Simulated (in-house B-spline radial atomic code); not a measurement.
Settings and results of a run for Pr6+ (an excited or competing configuration). Method: scalar-relativistic (X2C) HSE06, spin-polarised, spherical fractional occupations, exact exchange averaged over the configuration, Fermi nucleus of rms radius 4.8919 fm. Calculated with a radial B-spline atomic code at the basis-set limit.

Command:
```bash
python run_scf.py task.json out
```
Settings (nuclear radius in fm, mass in u):
```
Z                59
configuration    [Kr] 4d10 5s2 5p4 5f1
hamiltonian      x2c
method           hse06
spin_polarised   True
nucleus          fermi
rms_radius       4.8919
atomic_mass      140.90766
speed_of_light   137.035999084
exact_exchange   averaged over the configuration
```

Output (hartree, bohr):
```
 radial grid: 68 intervals, B-splines of order 8, outer radius 21.6418 bohr

 iter        energy (Eh)    residual
    1       -9201.526903    1.04e+00
    2       -9218.993538    6.33e-01
    3       -9225.581610    1.59e-01
    4       -9226.019616    4.33e-02
    5       -9226.041898    1.91e-02
    6       -9226.048942    1.94e-03
    7       -9226.048963    1.38e-04
    8       -9226.048963    1.40e-05
    9       -9226.048963    6.24e-07
   10       -9226.048963    1.88e-08

 total energy                     -9226.04896
 kinetic                            9927.8563
 electron-nucleus                 -22333.5613
 Hartree                            3394.2485
 exact exchange                      -52.0710
 exchange-correlation               -162.5214

 orbital      occ     eigenvalue          <r>       <r^2>       <1/r>       r_max
 1s up      1.000     -1541.0367    0.0234226 0.000755631     68.7149     0.01462
 1s down    1.000     -1541.0284    0.0234225 0.000755625     68.7152     0.01462
 2s up      1.000      -252.0078     0.102431   0.0124452     15.7659     0.08711
 2s down    1.000      -252.0035      0.10243   0.0124449     15.7659     0.08711
 2p up      3.000      -226.0621     0.090198  0.00994728     14.2059     0.06989
 2p down    3.000      -226.0542    0.0901992  0.00994749     14.2056      0.0699
 3s up      1.000       -57.7800     0.271697   0.0844795      5.6323      0.2491
 3s down    1.000       -57.7700     0.271682   0.0844682     5.63234      0.2491
 3p up      3.000       -49.4848     0.269769   0.0844452     5.18314      0.2438
 3p down    3.000       -49.4724     0.269767   0.0844413     5.18299      0.2438
 3d up      5.000       -37.7000     0.247377   0.0720707      4.8764      0.2007
 3d down    5.000       -37.6907     0.247352   0.0720536     4.87673      0.2007
 4s up      1.000       -14.5431     0.616776    0.428768     2.33366       0.577
 4s down    1.000       -14.5204     0.616906    0.428846     2.33221      0.5773
 4p up      3.000       -11.7678     0.650152    0.479786     2.12717      0.6008
 4p down    3.000       -11.7437     0.650381    0.479977     2.12539      0.6013
 4d up      5.000        -7.7225     0.707504    0.577818     1.86703      0.6288
 4d down    5.000        -7.7006     0.706088     0.57498      1.8694       0.629
 5s up      1.000        -4.4238      1.36254     2.06719    0.987827       1.278
 5s down    1.000        -4.2884      1.35738     2.05394    0.994758       1.272
 5p up      3.000        -3.5864      1.49751     2.50326    0.881974       1.396
 5p down    1.000        -3.4830      1.49587     2.50108    0.885393       1.391
 5f up      1.000        -1.4157      2.57121     7.52318    0.512736       2.376
```

Cost of the run: 1.5 s on 1 thread of Arm Neoverse N1, on a shared host.

One-electron X2C: radii and densities carry no picture-change correction, so inner-shell <1/r> comes out high (for 1s by about 2 % at Z = 33, 5 % at 54, 10 % at 75, 30 % at 118) and <r> low.
